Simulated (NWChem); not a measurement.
**Spin states of CClF**

```xyz
3

F      0.2527    -1.4738     0.0000
C     -0.6854    -0.5857     0.0000
Cl     0.1081     0.9870     0.0000
```
Charge 0, spin multiplicity 1.

Program: NWChem. All single points use one geometry, from B3LYP/def2-SVP, a minimum by its harmonic frequencies.

Basis set: def2-TZVP. The gap is E(triplet) − E(singlet) at the geometry of the singlet, so a negative value puts the higher spin lower. Open shells are unrestricted, coupled cluster uses restricted open-shell references, and the singlet is the closed-shell solution. The triplet is the single determinant that the SCF runs reached, with unpaired electrons in orbitals of symmetry a" and a' (Cs labels); it need not be the lowest triplet, which in molecules with degenerate π orbitals can need several determinants.

Costs are rough ratios of processor time within this set of runs, SCF included, with LDA (SVWN5) as 1.

The correlated methods keep 7 core orbitals frozen. B3LYP has NWChem's definition, with VWN1-RPA local correlation. The structure started from a generated list of species. No SCF solution was tested for a lower state. Open-shell Hartree-Fock references start from PBE0 orbitals; any time given for them includes that run.

| method | vertical singlet-triplet gap (kcal/mol) | relative cost |
|---|---|---|
| B2PLYP | ? | under 3 |
| PBE | 40.8 | under 3 |
| LDA (SVWN5) | ? | 1 |
| MP2 | 40.9 | under 3 |
| HF | 18.3 | under 3 |
| PBE0 | 36.6 | under 3 |
| B3LYP | 40.4 | under 3 |

Question: Some entries are withheld; supply them.

Answer: 
- B2PLYP, vertical singlet-triplet gap (kcal/mol): 41.1
- LDA (SVWN5), vertical singlet-triplet gap (kcal/mol): 43.0
